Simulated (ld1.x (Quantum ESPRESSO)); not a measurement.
## What one change does to a pseudopotential (sulfur, PAW)

```json
{
  "Element": "S (Z = 16)",
  "Generator": "ld1.x (Quantum ESPRESSO) 7.5",
  "Type": "PAW",
  "Functional": "PBE",
  "Relativity": "scalar-relativistic",
  "Frozen core": "[Ne]",
  "Valence charge": "6",
  "Reference configuration": "3s2 3p4",
  "Partial waves": "3s (bound): rcut 1.00, rcutus 1.30 bohr; 3s channel at -0.05 Ry: rcut 1.00, rcutus 1.30 bohr; 3p (bound): rcut 1.50, rcutus 1.95 bohr; 3p channel at 1.85 Ry: rcut 1.50, rcutus 1.95 bohr",
  "Local potential": "all-electron potential smoothed inside 1.05 bohr (lloc = -2)",
  "Core correction": "a·sin(br)/r model core, default radius (ld1.x builds one for every PAW set, though the input has nlcc=.false.)",
  "Augmentation charge": "PSQ, inside the norm-conserving radii"
}
```

Change: local potential all-electron potential smoothed inside 1.05 bohr (lloc = -1).

Cutoffs: the cutoffs (Ry, on a coarse ladder) from which the occupation-weighted sum of valence levels, in a spherical-Bessel basis at the reference potential, stays within 10 and 1 mRy of its value at 400 Ry; they do not see the model core or the augmentation charge, which bear on the density cutoff. Errors are all-electron minus pseudo energies relative to the spin-unpolarised reference configuration.

What does the change do?

The potential gets neither clearly harder nor softer (21 Ry and 40 Ry → 21 Ry and 40 Ry); of the 7 tests that both files solve, the error grows in 2 and shrinks in 2 by more than 15 % and 0.3 meV (median size 3.6 → 4.2 meV); neither file shows a bound ghost.

| quantity | base | changed |
| --- | --- | --- |
| cutoff, loose | 21 Ry | 21 Ry |
| cutoff, tight | 40 Ry | 40 Ry |
| bound ghosts | none | none |
| error for 3s2 3p3, meV [ΔE 11.77 eV] | -0.5 | +0.2 |
| error for 3s2 3p2, meV [ΔE 34.05 eV] | -1.9 | +3.7 |
| error for 3s2 3p1, meV [ΔE 68.09 eV] | -9.2 | +7.2 |
| error for 3s2 3p3.5, meV [ΔE 4.66 eV] | -0.2 | -0.1 |
| error for 3s0 3p6, meV [ΔE 20.74 eV] | +19 | +19 |
| error for 3s1 3p5, meV [ΔE 10.31 eV] | +3.6 | +4.2 |
| error for 3s2 3p0, meV [ΔE 114.89 eV] | -52 | -38 |
| s: phases at 2.16 bohr within 0.05 rad from the reference energy up to (Ry; the scan ends near 5) | 3.8 | 3.2 |
| p: phases at 2.16 bohr within 0.05 rad from the reference energy up to (Ry; the scan ends near 5) | 4.7 | 4.7 |
| lowest overlap eigenvalue by channel | s 0.52, p 0.72 | s 0.50, p 0.67 |
